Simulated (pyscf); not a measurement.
## O=Cr(=O)(Cl)–Cl, singlet

Gas-phase minimum from PySCF at ωB97X-D3(BJ)/def2-SVP, one conformer. 

```xyz
5

O      1.6711    -0.5277    -1.0354
Cr     0.3407    -0.0387    -0.4935
O      0.0911     1.3624    -1.0200
Cl    -1.1933    -1.3153    -1.1811
Cl     0.4387     0.0255     1.6141
```

Bond lengths (Å): O1–Cr2 1.517, Cr2–O3 1.517, Cr2–Cl4 2.111, Cr2–Cl5 2.111. Bond angles (°): O1–Cr2–O3 108.5, O1–Cr2–Cl4 109.0, O1–Cr2–Cl5 109.0, O3–Cr2–Cl4 109.0, O3–Cr2–Cl5 109.0, Cl4–Cr2–Cl5 112.2.

Properties at ωB97X-D3(BJ)/def2-SVP:

- Harmonic wavenumbers, unscaled = 140, 228, 249, 283, 387, 511, 512, 1196, 1208 cm⁻¹
- Zero-point energy = 6.7 kcal/mol
- Rotational symmetry number = 2
- Entropy of this conformer at 298 K and 1 atm, rigid rotor and harmonic oscillator, modes under 100 cm⁻¹ raised to 100 = 325.6 J/(mol K)
- Dipole moment = 0.20 D

Single-point totals, which compare only within one level:

```json
[
 {"level": "ωB97X-D3(BJ)/def2-TZVP", "total energy (hartree)": "-2115.47076"},
 {"level": "PBE/def2-TZVP", "total energy (hartree)": "-2114.83209"},
 {"level": "r²SCAN/def2-TZVP", "total energy (hartree)": "-2115.40411"},
 {"level": "B3LYP-D3(BJ)/def2-TZVP", "total energy (hartree)": "-2115.56736"},
 {"level": "PBE0-D3(BJ)/def2-TZVP", "total energy (hartree)": "-2114.82087"},
 {"level": "M06-2X/def2-TZVP", "total energy (hartree)": "-2115.27158"},
 {"level": "ωB97M-D3(BJ)/def2-TZVP", "total energy (hartree)": "-2115.63059"}
]
```
